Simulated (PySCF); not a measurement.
Zn(Cl)(SMe) (CH3ClSZn), SMILES C[S][Zn][Cl].

Geometry optimised at PBE0-D3(BJ)/def2-SVP. The structure was generated by enumeration; whether it is a known compound was not checked. Other conformers were not sampled.

All values below come from M06-2X/def2-TZVP (PySCF).

The total energy is -2677.75017 hartree and the point group is Cs. The highest occupied level comes out as -8.24 eV. The lowest empty level is -0.61 eV, the orbital gap comes out as 7.64 eV and the dipole moment is 0.422 e·Å. The quadrupole, principal values (traceless, Buckingham form, about the centre of nuclear charge) is -10.88, 2.24, 8.64 D·Å and the mean static polarisability is 65.9 bohr³ (9.77 Å³). The polarisability, principal values is 49.2, 57.1, 91.5 bohr³.
